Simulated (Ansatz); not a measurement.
A nudged elastic band was laid between two geometries of CH₃FNSi (7 atoms, charge -1, multiplicity 1).

These are results of Ansatz 0.2.0, RKS r2SCAN-D4/def2-SVP, not measurements.

```json
{
  "movable images": "5",
  "climbing image": "yes",
  "spring": "20.0 eV/Å²",
  "optimiser": "quadratic models (default)",
  "start path": "through a guess of the saddle point",
  "force threshold": "0.05 eV/Å",
  "iteration limit": "60",
  "end points": "relaxed"
}
```

First end point:

```xyz
7
Properties=species:S:1:pos:R:3
N 0.822 0.755 -1.348
C -0.017 0.586 -0.377
Si 0.098 -0.542 1.188
F -1.483 -0.316 1.786
H 1.592 0.072 -1.210
H -0.891 1.289 -0.404
H -0.122 -1.844 0.364
```

Last end point:

```xyz
7
Properties=species:S:1:pos:R:3
N 1.214 0.317 -1.106
C 0.216 0.350 -0.280
Si -0.014 -0.647 1.354
F -1.636 -0.180 1.633
H 1.082 1.042 -1.830
H -0.598 1.122 -0.412
H -0.265 -2.004 0.640
```

Task: Which bonds break or form, and what moves?

Result: No bond is made or broken. The dihedral H5–N1–C2–Si3 changes from 6 to -174° by way of a nearly straight angle H5–N1–C2 (up to 178°), not by a turn about the bond.

Task: What energy profile does the band end with?

Result: The run converged. The highest image is number 3 of 0 to 6, 1.56 eV above the first end and 1.36 eV above the last; the last end lies 0.20 eV above the first. Another band between the same ends (5 images) ends at a top of the same energy, where a vibrational analysis finds 1 clearly imaginary mode. Limits of this set-up: an anion without diffuse functions, the dipole of an ion depends on the origin.

```tsv
image	path coordinate (Å)	energy (eV)	angle H5–N1–C2 (°)
0	0.00	0.00	107
1	0.38	0.07	112
2	0.77	0.64	136
3	1.15	1.56	178
4	1.51	0.83	140
5	1.87	0.29	117
6	2.22	0.20	109
```

Task: What is the geometry of the highest image?

Result: 
```xyz
7
Properties=species:S:1:pos:R:3
N 0.930 0.503 -1.196
C 0.030 0.461 -0.313
Si 0.027 -0.544 1.347
F -1.592 -0.245 1.809
H 1.653 0.565 -1.869
H -0.882 1.171 -0.405
H -0.166 -1.909 0.626
```

Time of the run: 6.3 min on 1 thread of Intel(R) Xeon(R) Platinum 8488C (Sapphire Rapids), on a shared host, peak memory 0.14 GiB.
